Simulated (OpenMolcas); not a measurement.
## Ta I: effect of the basis set

```json
{"Program": "OpenMolcas 26.06", "Method": "CASSCF", "Active space": "5 electrons in 6 orbitals (5d 6s)", "State averaging": "2S+1 = 4 even, 50 roots; 2S+1 = 6 even, 6 roots kept (CI in the orbitals of an earlier block); 2S+1 = 2 even, 98 roots kept (CI in the orbitals of an earlier block)", "Spin-orbit coupling": "state interaction with AMFI integrals over the reference wave functions, term energies averaged over their components"}
```

A. ANO-R1 [7s5p4d2f], X2C, finite nucleus; cost about 110 core-seconds
B. ANO-RCC-VDZP [7s6p4d2f1g], DKH2, point nucleus; cost about 90 core-seconds
C. ANO-R2 [8s6p5d3f1g], X2C, finite nucleus; cost roughly 100 core-seconds
D. ANO-RCC-VTZP [8s7p5d3f2g1h], DKH2, point nucleus; cost about 2.2 core-minutes
E. ANO-R3 [9s7p6d4f3g2h], X2C, finite nucleus; cost roughly 120 core-seconds
F. ANO-RCC-VQZP [9s8p6d4f3g2h], DKH2, point nucleus; cost about 2.5 core-minutes

Energies in eV above 5d³ 6s² ⁴F_3/2, the measured ground level; measured values from NIST Handbook of Basic Atomic Spectroscopic Data.

```json
{"Level": "5d³ 6s² ⁴F_3/2", "A": "0.0000", "B": "0.0000", "C": "0.0000", "D": "0.0000", "E": "0.0000", "F": "0.0000", "Measured": "0.0000"}
{"Level": "5d³ 6s² ⁴F_5/2", "A": "0.2052", "B": "0.2134", "C": "0.2197", "D": "0.2187", "E": "0.2159", "F": "0.2156", "Measured": "0.2492"}
{"Level": "5d⁴ 6s ⁶D_1/2", "A": "0.2357", "B": "0.2644", "C": "0.1761", "D": "0.1752", "E": "0.1705", "F": "0.1669", "Measured": ""}
{"Level": "5d⁴ 6s ⁶D_3/2", "A": "0.3472", "B": "0.3799", "C": "0.2968", "D": "0.2949", "E": "0.2887", "F": "0.2847", "Measured": ""}
{"Level": "5d³ 6s² ⁴F_7/2", "A": "0.4157", "B": "0.4319", "C": "0.4353", "D": "0.4337", "E": "0.4282", "F": "0.4273", "Measured": "0.4915"}
{"Level": "5d⁴ 6s ⁶D_5/2", "A": "0.4973", "B": "0.5351", "C": "0.4568", "D": "0.4537", "E": "0.4456", "F": "0.4412", "Measured": ""}
{"Level": "5d³ 6s² ⁴F_9/2 [65 %]", "A": "0.5885", "B": "0.6123", "C": "0.6005", "D": "0.5988", "E": "0.5910", "F": "0.5896", "Measured": "0.6969"}
{"Level": "5d⁴ 6s ⁶D_7/2", "A": "0.6543", "B": "0.6949", "C": "0.6271", "D": "0.6235", "E": "0.6140", "F": "0.6099", "Measured": ""}
{"Level": "5d³ 6s² ⁴P_1/2", "A": "0.7141", "B": "0.7487", "C": "0.6977", "D": "0.6997", "E": "0.6905", "F": "0.6907", "Measured": "0.7500"}
{"Level": "5d³ 6s² ⁴P_3/2 [73 %]", "A": "0.7417", "B": "0.7725", "C": "0.7265", "D": "0.7291", "E": "0.7201", "F": "0.7211", "Measured": "0.7524"}
{"Level": "5d⁴ 6s ⁶D_9/2 [70 %]", "A": "0.8325", "B": "0.8742", "C": "0.8228", "D": "0.8192", "E": "0.8082", "F": "0.8052", "Measured": ""}
{"Level": "5d³ 6s² ⁴P_5/2", "A": "0.9914", "B": "1.0339", "C": "0.9928", "D": "0.9955", "E": "0.9829", "F": "0.9842", "Measured": "1.1473"}
{"Level": "5d³ 6s² ²G_7/2", "A": "1.3436", "B": "1.3635", "C": "1.3413", "D": "1.3441", "E": "1.3318", "F": "1.3355", "Measured": ""}
{"Level": "5d³ 6s² ²D_3/2(1) [66 %]", "A": "1.4071", "B": "1.4384", "C": "1.3980", "D": "1.4022", "E": "1.3881", "F": "1.3920", "Measured": ""}
{"Level": "5d³ 6s² ²G_9/2 [58 %]", "A": "1.4825", "B": "1.5029", "C": "1.4831", "D": "1.4855", "E": "1.4721", "F": "1.4760", "Measured": ""}
{"Level": "5d³ 6s² ²D_5/2(1)", "A": "1.6260", "B": "1.6699", "C": "1.6182", "D": "1.6232", "E": "1.6064", "F": "1.6103", "Measured": ""}
{"Level": "5d³ 6s² ²P_1/2", "A": "1.6822", "B": "1.7049", "C": "1.6728", "D": "1.6758", "E": "1.6618", "F": "1.6660", "Measured": ""}
{"Level": "5d³ 6s² ²H_9/2 [68 %]", "A": "2.0623", "B": "2.0918", "C": "2.0726", "D": "2.0748", "E": "2.0559", "F": "2.0608", "Measured": ""}
{"Level": "5d³ 6s² ²H_11/2", "A": "2.0962", "B": "2.1195", "C": "2.0980", "D": "2.1008", "E": "2.0825", "F": "2.0881", "Measured": ""}
{"Level": "5d³ 6s² ²P_3/2 [69 %]", "A": "2.1605", "B": "2.2018", "C": "2.1781", "D": "2.1802", "E": "2.1598", "F": "2.1641", "Measured": ""}
{"Level": "5d³ 6s² ²F_5/2", "A": "2.3004", "B": "2.3458", "C": "2.2639", "D": "2.2711", "E": "2.2500", "F": "2.2563", "Measured": ""}
{"Level": "5d⁴ 6s ⁴H_9/2 [72 %]", "A": "2.3738", "B": "2.4113", "C": "2.2923", "D": "2.2946", "E": "2.2742", "F": "2.2769", "Measured": ""}
{"Level": "5d⁴ 6s ⁴H_11/2", "A": "2.4877", "B": "2.5300", "C": "2.4147", "D": "2.4165", "E": "2.3946", "F": "2.3971", "Measured": ""}
{"Level": "5d⁴ 6s ⁴D_1/2(1) [67 %]", "A": "2.5477", "B": "2.5649", "C": "2.4831", "D": "2.4820", "E": "2.4664", "F": "2.4691", "Measured": ""}
```

Deviations, from unrounded energies. A percentage is the sum of absolute deviations over the sum of measured energies, with the sign that they share, or ± where signs differ.

```tsv
Against measurement	Levels	A	B	C	D	E	F
mean absolute deviation (cm-1)	6	580	420	560	550	620	620
fine structure of the ground term (%)	3	-15.9	-12.5	-12.7	-13.0	-14.1	-14.3
other terms of the ground configuration (%)	3	-7.6	±5.1	-8.8	-8.5	-9.7	-9.6
```

B lies closest to measurement on these levels and F furthest from it. The largest miss of B in the table is 5d³ 6s² ⁴P_5/2, by -910 cm-1. The ranking rests on the paired levels alone, and a cruder setting can come out closer through cancelling errors.

Among A to F the level of the table that moves most is 5d⁴ 6s ⁴H_9/2 [72 %], by 1100 cm-1 (lowest in E, highest in B).

Without dynamic correlation excited terms often stand tens of per cent too high (terms of higher spin than the ground term too low), and those without a measured partner can miss by more than the paired ones. Terms from blocks run as CI alone lack orbitals of their own. Configurations are named by rounded mean occupations; where the s occupation lies near a half they are strongly mixed, a name can repeat and a true partner stay unpaired. A single d shell beside an s shell can misplace configurations of different d count against each other. Measured partners are found by configuration, term and J. A level has none where our copy of the source lacks it or the pairing is in doubt (some pairs that miss far off the trend of their configuration count as doubtful), and it then counts in no deviation. Levels of configurations outside the active space are missing. Levels that lie high or do not pair safely by name in every column are left out.

A share in square brackets marks a mixed level and gives the weight of the term that names it, the lowest over the columns. A number in round brackets counts repeated terms of one configuration in the order of the reference energies.
